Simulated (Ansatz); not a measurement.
Ansatz (a quantum-chemistry and plane-wave program) input (CCSDT/def2-SVP):

Ansatz 0.2 input:
```yaml
crystal:
  periodic: [false, false, false]
  atoms:
    - {symbol: Cs, position_ang: [-0.00000000, -0.00000000, -1.52813754]}
    - {symbol: Br, position_ang: [0.00000000, 0.00000000, 2.40135899]}
basis:
  gaussian:
    orbitals: def2-SVP
total_charge: 1
magnetization: {spin_polarized: true, initial_magnetization: 1}
correlation: {method: ccsdt, electrons: outside_noble_gas}
```

End of the output:

```
integrals: 0.05 GiB planned
847 factors; integrals over basis functions are off by at most 1.8e-7 eV
mean field: 0.24 GiB planned
mean field evaluation 1: about -70526.1108 eV, gradient 1.3e1 eV
mean field evaluation 2: about -70526.1209 eV, gradient 1.3e1 eV
mean field evaluation 4: about -70526.8625 eV, gradient 7.0e-1 eV
mean field evaluation 8: about -70526.8683 eV, gradient 1.5e-3 eV
mean field evaluation 16: about -70526.8633 eV, gradient 7.3e-1 eV
mean field evaluation 32: about -70526.6583 eV, gradient 2.2e-3 eV
mean field evaluation 64: about -70526.8660 eV, gradient 5.8e-2 eV
mean field evaluation 96: about -70526.8683 eV, gradient 8.2e-4 eV
mean field evaluation 128: about -70526.6583 eV, gradient 1.1e-2 eV
mean field -70526.86833533 eV, -2591.8146064950 hartree, gradient 1.9e-6 eV, S^2 0.756089; 8 other end points of the search recorded, 0 dependent functions left out
determinant -70526.86833533 eV, -2591.8146064950 hartree, with singles and doubles -70529.93544046 eV, -2591.9273205294 hartree
determinant -70526.65833870 eV, -2591.8068892612 hartree, with singles and doubles -70529.73366583 eV, -2591.9199054488 hartree
determinant -70526.86833533 eV, -2591.8146064950 hartree, with singles and doubles -70529.93962207 eV, -2591.9274742009 hartree
determinant -70526.65833870 eV, -2591.8068892612 hartree, with singles and doubles -70529.73772380 eV, -2591.9200545765 hartree
18 core orbitals not correlated, not the lowest: weight in the atoms' cores, before any rotation towards them, 0.997 or more for the frozen orbitals, at most 0.002 for the correlated occupied ones
reference -70526.86833533 eV, -2591.8146064950 hartree; 4, 3 occupied and 34, 35 virtual orbitals, 847 factors
second order -2.66870959 eV of doubles, -0.00000000 eV of singles
coupled cluster: 0.16 GiB planned
cycle   1  -2.99150083 eV  change   -3.2e-1 eV  update   3.5e-2
cycle   2  -3.11001466 eV  change   -1.2e-1 eV  update   1.2e-2
cycle   3  -3.11527168 eV  change   -5.3e-3 eV  update   2.8e-3
cycle   4  -3.11564648 eV  change   -3.7e-4 eV  update   1.1e-3
cycle   5  -3.11553855 eV  change    1.1e-4 eV  update   5.0e-4
cycle   6  -3.11554600 eV  change   -7.5e-6 eV  update   2.4e-4
cycle   7  -3.11560366 eV  change   -5.8e-5 eV  update   1.0e-4
cycle   8  -3.11561349 eV  change   -9.8e-6 eV  update   4.1e-5
cycle   9  -3.11560134 eV  change    1.2e-5 eV  update   1.9e-5
cycle  10  -3.11559610 eV  change    5.2e-6 eV  update   8.7e-6
cycle  11  -3.11559716 eV  change   -1.1e-6 eV  update   5.1e-6
cycle  12  -3.11559926 eV  change   -2.1e-6 eV  update   2.8e-6
cycle  13  -3.11559987 eV  change   -6.1e-7 eV  update   1.4e-6
cycle  14  -3.11559992 eV  change   -5.2e-8 eV  update   8.7e-7
Total energy: -70529.98393525 eV, -2591.9291026803 hartree
```
